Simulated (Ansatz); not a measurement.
Program: Ansatz. Geometries: PBE0-D4/def2-TZVP. ΔE: electronic, gas phase. CCSD(T)/CBS is the MP2 limit (def2-TZVPP, def2-QZVPP) plus CCSD(T) − MP2 in def2-TZVPP, frozen cores. This one scheme is used for every species. Double bonds are as drawn, so ΔE can hold a change between cis and trans. DFT in def2-TZVPP. One conformer a species, not always the lowest.

Reaction (ligand exchange at the Si–C bond): `C[SiH2]/C=C/[SiH3]` + HCl → `[SiH3]/C=C\[SiH2]Cl` + CH₄

Question: Is it downhill or uphill in electronic energy at CCSD(T)/CBS, and by how much? (Best estimate.)

Answer: The calculation gave: Downhill: ΔE = -95.1 kJ/mol.

Question: What do these levels give: PBE-D4, r2SCAN-D4, ωB97X-V, ωB97M-V, PBE, r2SCAN, PBE0, HF/def2-TZVPP, SCS-MP2/def2-TZVPP, CCSD(T)/def2-TZVPP, HF/def2-QZVPP, CCSD/CBS(def2)? (An estimate is asked.)

Answer: The calculation gave: PBE-D4 -93.9, r2SCAN-D4 -97.6, ωB97X-V -95.7, ωB97M-V -96.2, PBE -91.2, r2SCAN -97.3, PBE0 -92.4, HF/def2-TZVPP -98.2, SCS-MP2/def2-TZVPP -95.3, CCSD(T)/def2-TZVPP -90.9, HF/def2-QZVPP -98.1, CCSD/CBS(def2) -94.8 kJ/mol.

Largest T1 diagnostic among the species: 0.011.

The D4 term adds −4.8 kJ/mol with B3LYP and −2.5 kJ/mol with PBE0; it sums over pairs of atoms, weighted by their polarisabilities, and B3LYP, whose exchange is more repulsive, gets the larger term.

B3LYP here is the variant with VWN-RPA as its local correlation; programs differ in this.
